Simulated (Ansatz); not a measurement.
Consider the atomization: `O[SiH2]C(O)Br` → Br• + C• + 5 H• + 2 O• + Si•.

Isolated molecules relaxed with PBE0-D4/def2-TZVP in Ansatz; ΔE leaves out vibrations. CCSD(T)/CBS adds triple-zeta CCSD(T) − MP2 to the extrapolated MP2 energy (def2 sets, frozen cores). This one scheme is used for every species, atoms too. For atomizations the MP2-based limit and the directly extrapolated one differ by several kJ/mol either way, and by 10 to 25 for some Ge, Se and Sn compounds, so smaller differences from it don't rank the levels. Functionals use def2-TZVPP. B3LYP here is the variant with VWN-RPA as its local correlation; programs differ in this. Open shells (•) are unrestricted, without spin–orbit coupling. Spin–orbit coupling would lower the free atoms: a little for C, O, Si; clearly for Br. Bonds to Br are less sure, by a few kJ/mol each and by 10 to 20 or more in all where they break to atoms, as the def2 sets lack core-valence functions. Scalar relativity is left out up to krypton. Each species was taken in one conformer, which may not be the lowest.

`O[SiH2]C(O)Br`:

Z-matrix (Å, degrees):
```
Si
C 1 1.895
O 1 1.646 2 106.2
H 1 1.482 2 109.3 3 123.8
H 1 1.482 2 109.6 3 -113.3
Br 2 2.032 1 102.2 3 -65.7
O 2 1.368 1 115.1 3 55.1
H 2 1.088 1 116.8 3 -176.3
H 3 0.961 1 115.2 2 64.7
H 7 0.965 2 109.3 1 -38.5
```

```csv
level,ΔE (eV),difference from CCSD(T)/CBS
PBE-D4,36.75,0.51
B97M-V,35.94,-0.30
B3LYP-D4,35.87,-0.37
BHLYP-D4,34.56,-1.68
CAM-B3LYP-D4,36.05,-0.19
B2PLYP,35.52,-0.72
BLYP,35.43,-0.81
r2SCANh,35.80,-0.44
LC-ωPBE,35.64,-0.60
CCSD/def2-SVP,32.93,-3.31
CCSD(T)/CBS,36.24,0
```

Largest T1 diagnostic among the species: 0.012.

In def2-TZVPP, CCSD(T) changes the Hartree–Fock value by +10.09 eV (the triples alone add +0.65 eV) and MP2 by +10.93 eV; breaking electron pairs costs correlation energy, which Hartree–Fock lacks. From BLYP to BHLYP (50 % exact exchange), in def2-TZVPP and without D4, ΔE moves by −1.19 eV: exact exchange takes away binding that semilocal exchange gives to molecules.
